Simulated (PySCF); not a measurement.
CBrF2, SMILES F[C](F)Br (connectivity only; charge and spin as stated), charge +1, multiplicity 1. Coordinates come from a PBE-D3(BJ)/def2-SVP optimisation. The spin state was assumed, not searched. The isomer is the one that the SMILES or the coordinates give; other isomers of the formula were not compared.

The numbers are results of PBE-D3(BJ)/def2-SVP (PySCF), not measurements.

Harmonic wavenumbers (cm⁻¹): 351, 416, 611, 733, 1354, 1494. Rotational constants (GHz): 11.61, 3.021, 2.397; symmetry number 2.

Work out the zero-point energy and the ideal-gas rigid-rotor harmonic-oscillator thermochemistry at 298.15 K and 1 atm.

ZPE = ½ Σ hcν = ½ × 4960 cm⁻¹ = 7.09 kcal/mol. H − E(el) = 10.04 kcal/mol. Entropy in cal/(mol K): translation 40.50, rotation 24.37, vibration 2.80, total 67.67. G − E(el) = -10.14 kcal/mol. Cp = 12.93 cal/(mol K).
